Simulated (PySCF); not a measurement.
## Computed properties of trans-(1R,2R)-1-bromo-2-fluorocyclopropane (C3H4BrF), SMILES [C@H]1(Br)[C@H](F)C1

trans-(1R,2R)-1-bromo-2-fluorocyclopropane (C3H4BrF), SMILES F[C@@H]1C[C@H]1Br. Geometry optimised at PBE0-D3(BJ)/def2-SVP. The values are those of a single conformer. All values are computed for the isolated molecule unless a solvent is named; none is compared with measurement here.

**Structure.** All 21 harmonic modes at PBE0-D3(BJ)/def2-SVP (PySCF) are real, so it is a minimum. With heavy atoms numbered as in [F:1][C@@H:2]1[CH2:3][C@H:4]1[Br:5], the shortest bond between them is F1–C2 at 1.352 Å and the longest C4–Br5 at 1.907 Å.

**Vibrations.** The strongest infrared lines (harmonic, unscaled, degenerate partners summed) lie at 1203 cm⁻¹ (94 km/mol, C 53 %, H 29 %, F 18 %), 1488 cm⁻¹ (53 km/mol, C 64 %, H 34 %), 985 cm⁻¹ (24 km/mol, C 60 %, H 39 %). The softest mode is at 203 cm⁻¹ and the zero-point energy is 40.3 kcal/mol.

**Electronic structure.** HF/def2-TZVP (PySCF) places the frontier levels at -10.74 and 3.61 eV, a gap of 14.35 eV, and gives a dipole moment of 1.32 D and a mean polarisability of 50.8 bohr³. PBE/def2-TZVP (PySCF) at the same geometry gives -6.46 and -1.23 eV, so its gap is 9.12 eV narrower. An orbital gap is neither the optical nor the fundamental gap.

**Excitations.** TDDFT-CAM-B3LYP/def2-SVPD (PySCF) has S1 at 5.94 eV (209 nm, f = 0.000, dark); the most intense of the 10 singlets computed lies at 7.97 eV (f = 0.07). T1 (TDA) is at 5.30 eV. TDDFT-PBE/def2-SVPD (PySCF) puts S1 at 5.42 eV. No vertical singlet excitation falls in the visible range (under 3.1 eV).

**NMR.** GIAO shifts at PBE0/pcSseg-1 (PySCF) (non-relativistic, atoms alike by connectivity averaged): ¹³C from 21.4 to 77.1 ppm against TMS; ¹H from 1.5 to 4.6 ppm against TMS; ¹⁹F at -228.5 ppm against CFCl3. Without spin–orbit terms, shifts of atoms bonded to Cl or Br come out too high.

**Solvation.** SMD-PBE0/6-31G* (PySCF) gives -2.4 kcal/mol in water, -6.3 kcal/mol in acetone, -5.7 kcal/mol in ethylethanoate (1 M in both phases, gas-phase geometry); of these solvents acetone holds the molecule best.
